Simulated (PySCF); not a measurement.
# How methods differ on the ionisation energy of N²⁺

N²⁺ [He] 2s2 2p1 (2P) → N³⁺ [He] 2s2 (1S), as a difference of total energies. All numbers are calculated (PySCF 2.14, scalar relativity by spin-free X2C-1e, in aug-cc-pCVTZ-DK (7s6p4d2f, 59 functions)). Correlated levels: valence: 1s2 frozen; valence and next inner shell: nothing frozen. The calculations carry no spin-orbit coupling.

| method | ionisation energy (eV) | plus first-order spin-orbit estimate | difference from reference of that sum (eV) |
| --- | --- | --- | --- |
| UHF | 47.263 | 47.277 | -0.168 |
| LDA | 47.839 | 47.853 | +0.408 |
| PBE | 47.993 | 48.007 | +0.562 |
| PBE0 | 47.976 | 47.990 | +0.545 |
| r2SCAN | 48.196 | 48.210 | +0.765 |
| BP86 | 48.049 | 48.063 | +0.618 |
| revPBE | 47.954 | 47.968 | +0.523 |
| TPSS | 48.205 | 48.219 | +0.774 |
| r2SCAN0 | 48.151 | 48.165 | +0.720 |
| MP2 (valence) | 47.461 | 47.475 | +0.030 |
| SCS-MP2 (valence) | 47.408 | 47.422 | -0.023 |
| MP2 (valence and next inner shell) | 47.516 | 47.530 | +0.085 |
| SCS-MP2 (valence and next inner shell) | 47.447 | 47.461 | +0.016 |

Reference: 47.445 eV (semi-empirical (NIST evaluation); NIST Atomic Spectra Database, ionization energies).

A first-order spin-orbit estimate (lowest level to lowest level, LS coupling) adds 0.014 eV.

Errors of the correlated levels include the incompleteness of this basis and the frozen core.
